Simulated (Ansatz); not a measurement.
`CN[SiH](N)[SiH3]` + `[OH][Al]([OH])[O][SiH3]` → `[OH][Al]([O][SiH3])[O][SiH3]` + `CN[SiH2]N`  (cleavage of the Si–Si bond)

Gas-phase electronic energies from Ansatz, PBE0-D4/def2-TZVP geometries. CBS: MP2 limit from def2 TZ/QZ plus the TZ coupled-cluster correction, frozen cores. This one scheme is used for every species. Functionals use def2-TZVPP. B3LYP here is the variant with VWN-RPA as its local correlation; programs differ in this. One conformer a species, not always the lowest.

`CN[SiH](N)[SiH3]`:

Cartesian coordinates in Å:
```
C 1.215 0.871 -1.828
N 0.186 0.010 -1.292
Si -0.591 0.233 0.221
N -2.136 -0.503 0.123
Si 0.463 -0.753 2.083
H 1.146 0.937 -2.918
H 1.083 1.881 -1.433
H 2.234 0.551 -1.573
H 0.194 -0.923 -1.675
H -0.558 1.718 0.406
H -2.804 -0.211 -0.573
H -2.587 -0.877 0.941
H 1.780 -0.100 2.331
H -0.342 -0.629 3.333
H 0.716 -2.205 1.854
```

`[OH][Al]([OH])[O][SiH3]`:

Z-matrix (Å, degrees):
```
Si
O 1 1.624
H 1 1.487 2 110.4
H 1 1.487 2 109.5 3 -119.6
H 1 1.487 2 110.7 3 120.6
Al 2 1.675 1 162.6 3 -69.6
O 6 1.688 2 121.6 1 179.7
O 6 1.685 2 118.9 1 -0.3
H 7 0.955 6 123.0 2 0.0
H 8 0.956 6 122.0 2 -179.9
```

`[OH][Al]([O][SiH3])[O][SiH3]`:

Z-matrix (Å, degrees):
```
Si
O 1 1.623
H 1 1.487 2 110.4
H 1 1.487 2 109.7 3 -119.9
H 1 1.487 2 110.2 3 120.3
Al 2 1.669 1 168.1 3 -53.7
O 6 1.684 2 118.6 1 0.3
O 6 1.675 2 120.3 1 -179.7
H 7 0.956 6 122.4 2 179.9
Si 8 1.625 6 161.4 2 -0.1
H 10 1.487 8 109.7 6 -121.6
H 10 1.488 8 110.9 6 -1.4
H 10 1.487 8 109.7 6 118.8
```

`CN[SiH2]N`:

Cartesian coordinates in Å:
```
C -0.282 -1.254 -1.443
N -0.456 -0.079 -0.622
Si 0.628 0.455 0.588
N -0.256 1.366 1.734
H -1.237 -1.755 -1.628
H 0.363 -1.967 -0.924
H 0.182 -1.044 -2.416
H -1.100 0.596 -1.002
H 1.718 1.389 0.172
H 1.275 -0.806 1.060
H 0.176 2.137 2.215
H -1.010 0.963 2.265
```

```csv
level,ΔE (kJ/mol)
PBE-D4,-84.7
r2SCAN-D4,-107.3
B3LYP-D4,-113.1
PBE0,-98.6
SCS-MP2/def2-TZVPP,-128.4
HF/def2-QZVPP,-152.2
SCS-MP2/def2-QZVPP,-128.7
CCSD/CBS(def2),-119.7
```

(1) What does CCSD(T)/CBS give? (Estimate.)

Largest T1 diagnostic among the species: 0.012.

## Answers

(1) Computed: -114.7 kJ/mol. The listed levels differ from it by 30.0, 7.4, 1.6, 16.1, -13.7, -37.5, -14.0, -5.0 kJ/mol.

From PBE to PBE0 (25 % exact exchange), in def2-TZVPP and without D4, ΔE moves by −11.2 kJ/mol. In def2-TZVPP, CCSD(T) changes the Hartree–Fock value by +34.2 kJ/mol (the triples alone add +5.0 kJ/mol) and MP2 by +27.5 kJ/mol.
